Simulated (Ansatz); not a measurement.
Mulliken charges of BH3OSSi (`B1O[SiH2]S1`) from PBE/def2-TZVPP in Ansatz (PBE0-D4/def2-TZVP geometry).

```tsv
atom	x (Å)	y (Å)	z (Å)	charge (e)
B1	-1.082	0.082	-0.679	0.206
O2	0.187	0.524	-0.960	-0.269
Si3	0.841	-0.062	0.472	0.381
S4	-1.106	-0.769	0.960	-0.237
H5	-2.021	0.231	-1.395	0.016
H6	1.373	1.024	1.326	-0.048
H7	1.869	-1.098	0.232	-0.048
```

**Question.** By hand: the dipole of these point charges (1 e Å = 4.8032 D).

**Answer.** Σ q r = (0.121, 0.042, -0.026) e Å, of length 0.131 e Å = 0.63 D.

**Question.** How does the dipole of the full density compare? (An estimate is asked.)

**Answer.** The calculation gave: (0.230, -0.008, 0.119) e Å, 1.24 D; the point charges give 0.51 times that, at 44° from its direction.

Point charges leave out the atoms' own dipoles, such as those of lone pairs, and Mulliken's split depends on the basis, so the two needn't agree.
